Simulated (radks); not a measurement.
Values are calculated unless marked as measured or tabulated.
Q: The mean radii <r> (bohr) of the occupied orbitals of an atom or ion are listed with their occupations. Level of theory: non-relativistic Kohn-Sham, PBEsol, spin-unpolarised, spherical densities, point nucleus (a radial shooting solver on a logarithmic mesh with Libxc functionals).

| orbital | occ. | <r> |
|---|---|---|
| 1s | 2 | 0.05919 |
| 2s | 2 | 0.2694 |
| 2p | 6 | 0.2360 |
| 3s | 2 | 0.7420 |
| 3p | 5 | 0.7457 |

Name the element and its charge.

A: Z = 26, iron, charge +9: Fe9+ in [Ne] 3s2 3p5. The 1s radius gives Z: for a bare nucleus <r> = 1.5/Z, 0.05769 bohr for Z = 26, and screening makes it slightly larger (0.05919 here). The occupations add up to 17, and the charge is Z minus that.
